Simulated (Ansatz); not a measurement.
This geometry of GeH5Si (7 atoms, charge 0, multiplicity 2) is a first-order saddle point.

Theory: UKS LDA/def2-TZVP in Ansatz.

```xyz
7
Properties=species:S:1:pos:R:3
Si -0.296 -1.367 -0.264
Ge 0.249 0.911 -0.124
H 0.669 -2.259 0.455
H -1.693 -1.677 0.176
H 0.543 1.500 -1.517
H -0.918 1.711 0.484
H 1.506 1.114 0.744
```

Q: Which two structures does it join? (They come from a converged band through this point; their orientation in space is the band's.)

A: No bond is made or broken. The dihedral H4–Si1–Ge2–H7 goes from -176 to 64°. The two ends are copies of one structure, up to a mirror image or an exchange of like atoms.

Image 0:

```xyz
7
Properties=species:S:1:pos:R:3
Si -0.091 -1.408 -0.166
Ge 0.285 0.901 -0.097
H 0.185 -2.097 1.137
H -1.462 -1.775 -0.649
H 0.037 1.510 -1.489
H -0.637 1.621 0.912
H 1.743 1.181 0.306
```

Image 6:

```xyz
7
Properties=species:S:1:pos:R:3
Si -0.557 -1.290 -0.186
Ge 0.211 0.920 -0.104
H 0.509 -2.280 -0.547
H -1.245 -1.729 1.071
H 0.802 1.320 -1.467
H -0.961 1.865 0.216
H 1.301 1.125 0.971
```

Q: How far does it lie above each of them?

A: 2.4 kJ/mol above the first and 2.4 kJ/mol above the second. This is the barrier of this one path; another mechanism may lie lower.

The run took 50 s on 2 threads of Arm Neoverse N1, with other jobs on the host, peak memory 0.2 GiB.
